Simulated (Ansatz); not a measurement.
```yaml
crystal:
  periodic: [false, false, false]
  atoms:
    - {symbol: O, position_ang: [-2.724383, -0.939055, 2.345277]}
    - {symbol: Mo, position_ang: [-0.676778, 0.438041, 0.329586]}
    - {symbol: O, position_ang: [2.619150, 0.167820, 1.580956]}
    - {symbol: O, position_ang: [-0.198078, -2.195259, -1.823462]}
    - {symbol: F, position_ang: [-2.305599, 2.133925, -2.424669]}
    - {symbol: F, position_ang: [-0.299404, 3.766243, 1.580124]}
    - {symbol: H, position_ang: [3.340449, -1.654020, 1.783244]}
    - {symbol: H, position_ang: [0.609695, -1.947997, -3.523177]}
basis:
  gaussian: {orbitals: def2-mTZVPP, point_charges: [{charge: 0.50, position_ang: [5.756, -0.004, 0.469]}]}
hamiltonian: {xc: {name: SVWN5}}
```

```sh
$ ansatz run in.yaml --threads 4 --pin off --events-out ev --progress --plain --max-ram 10444MiB
```

Output, abridged:

```
Functional definition: SVWN5
1168 factors; their error is unknown
mean field evaluation 1: about -13202.9844 eV, gradient 1.9e2 eV
mean field evaluation 2: about -10564.6964 eV, gradient 8.3e2 eV
mean field evaluation 4: about -12243.5550 eV, gradient 4.8e2 eV
mean field evaluation 8: about -13354.2587 eV, gradient 1.7e1 eV
mean field evaluation 16: about -13356.0683 eV, gradient 2.0e-3 eV
mean field -13356.06830659 eV, -490.8264571989 hartree, gradient 3.0e-6 eV, S^2 0.000000; 10 other end points of the search recorded, 0 dependent functions left out
reference -13356.06836826 eV, -490.8264594651 hartree; 29, 29 occupied and 134, 134 virtual orbitals, 1168 factors
Total energy: -13356.06836826 eV, -490.8264594651 hartree
```

Q: Something in this input is off. What?

A: The coordinates are in bohr but typed as ångström. Self-consistency was reached. The result belongs to that input, not to the molecule as meant.
